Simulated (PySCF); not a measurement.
# Nuclear repulsion and electron count by hand

System: AlI₂ (SMILES [I][Al+][I]), charge +1, singlet, at a GFN2-xTB geometry (such geometries of metal compounds can be far from the true shape) (all electrons, no relativity). Level: B3LYP/STO-3G in PySCF. Sums are taken with unrounded values, so a last digit can differ.

Coordinates (Å):

```
atom        x        y         z
----  -------  -------  --------
Al1   0.00000  0.00000   0.00000
I2    0.00000  0.00000  -2.47377
I3    0.00000  0.00000   2.47377
```

Q: Work out the nuclear repulsion energy and the numbers of alpha and beta electrons.

A: In atomic units each pair adds Z_i Z_j / r_ij, with r in bohr (1 bohr = 0.529177 Å).
| pair | r (Å) | r (bohr) | Z_i Z_j | term (Eh) |
|---|---|---|---|---|
| Al1-I2 | 2.4738 | 4.6747 | 689 | 147.3876 |
| Al1-I3 | 2.4738 | 4.6747 | 689 | 147.3876 |
| I2-I3 | 4.9475 | 9.3495 | 2809 | 300.4440 |
The sum is 595.2192 Eh; PySCF gives 595.2192 Eh. The atomic numbers add up to 119, so at charge +1 there are 118 electrons; multiplicity 1 means 0 unpaired, so 59 alpha and 59 beta.
